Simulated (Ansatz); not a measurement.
Consider the substitution at a C–C bond: `O=C(F)c1ccccc1` + H–F → `Fc1ccccc1` + `O=CF`.

Computed with Ansatz on PBE0-D4/def2-TZVP structures; ΔE is electronic, products minus reactants. CCSD(T)/CBS is the MP2 limit (def2-TZVPP, def2-QZVPP) plus CCSD(T) − MP2 in def2-TZVPP, frozen cores. This one scheme is used for every species. DFT in def2-TZVPP. HSE06 is defined as in plane-wave codes. One conformer a species, not always the lowest.

| level | ΔE (kcal/mol) | difference from CCSD(T)/CBS |
| --- | --- | --- |
| revPBE-D4 | 17.2 | -2.3 |
| PBE0-D4 | 17.6 | -1.9 |
| revPBE | 13.6 | -5.9 |
| BLYP | 12.6 | -6.9 |
| PBE0 | 16.3 | -3.2 |
| r2SCAN0 | 17.2 | -2.3 |
| HSE06 | 16.3 | -3.2 |
| HF/def2-SVP | 13.9 | -5.6 |
| CCSD/def2-SVP | 15.7 | -3.8 |
| CCSD(T)/def2-SVP | 16.3 | -3.2 |
| SCS-MP2/def2-TZVPP | 18.6 | -0.9 |
| CCSD/def2-TZVPP | 17.6 | -1.9 |
| CCSD(T)/def2-TZVPP | 18.4 | -1.1 |
| MP2/def2-QZVPP | 21.5 | 2.0 |
| SCS-MP2/def2-QZVPP | 19.3 | -0.2 |
| CCSD/CBS(def2) | 18.7 | -0.8 |
| CCSD(T)/CBS | 19.5 | 0 |

Largest T1 diagnostic among the species: 0.016.

At CCSD(T), def2-SVP lies −3.2 kcal/mol from the extrapolated value and def2-TZVPP −1.1 kcal/mol. From r2SCAN to r2SCAN0 (25 % exact exchange), in def2-TZVPP and without D4, ΔE moves by +1.0 kcal/mol.
